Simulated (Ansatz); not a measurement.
Breaking the B1–I4 bond in BFHI (SMILES FBI) (multiplicity 1 held, fragments rigid). Energies count from the point at 2.136 Å.
Geometry at that point (charge 0, multiplicity 1):
```xyz
4

B     -0.24475    -1.33346     0.80642
F      0.79230    -1.74376     1.49668
H     -1.26010    -1.94583     0.81786
I     -0.08768     0.45862    -0.34566
```

Signs of static correlation in def2-TZVPP, with CASSCF(6,4), from Ansatz (a program for electronic structure) runs.

| R (Å) | T1 of restricted CCSD | ⟨S²⟩ of UHF | largest double amplitude of restricted CCSD | weight of the CASSCF reference in MRCISD | CASSCF natural occupations |
|---|---|---|---|---|---|
| 1.709 | 0.013 | 0.000 | 0.046 | 0.894 | 2.00 2.00 1.98 0.02 |
| 1.923 | 0.014 | 0.000 | 0.038 | 0.894 | 2.00 2.00 1.98 0.02 |
| 2.136 | 0.014 | 0.000 | 0.035 | 0.893 | 2.00 2.00 1.97 0.03 |
| 2.350 | 0.015 | 0.000 | 0.062 | 0.893 | 2.00 2.00 1.96 0.04 |
| 2.563 | 0.016 | 0.000 | ___ | 0.893 | 2.00 2.00 1.94 0.06 |
| 2.884 | 0.018 | ___ | 0.148 | 0.893 | 2.00 2.00 1.89 0.11 |
| 3.204 | 0.024 | 0.679 | 0.206 | 0.894 | 2.00 2.00 1.80 0.20 |
| 3.738 | 0.044 | 0.930 | 0.333 | 0.895 | 2.00 2.00 1.56 0.44 |
| 4.272 | 0.072 | 0.993 | 0.509 | 0.896 | 2.00 2.00 1.31 0.69 |
| 4.913 | 0.102 | 1.010 | 0.727 | 0.896 | 2.00 2.00 1.13 0.87 |
| 5.768 | 0.120 | 1.013 | 0.902 | 0.896 | 2.00 2.00 1.04 0.96 |
| 6.836 | 0.122 | 1.013 | 0.969 | 0.896 | 2.00 2.00 1.01 0.99 |

What belongs in the gaps?


- 2.563, largest double amplitude of restricted CCSD: 0.096
- 2.884, ⟨S²⟩ of UHF: 0.257

Doubts at one or more of the structures used: active orbitals that take no part (SC-NEVPT2 on CASSCF(6,4)/def2-TZVPP); a restricted determinant that unrestricted orbitals would lower (R-CCSD(T)/def2-TZVPP); other coupled-cluster roots lie near (R-CCSD(T)/def2-TZVPP); T1 above 0.05 (R-CCSD(T)/def2-TZVPP, U-CCSD(T)/def2-TZVPP); a spin-contaminated determinant (U-CCSD(T)/def2-TZVPP); the program's own flag: other amplitudes (U-CCSD(T)/def2-TZVPP).
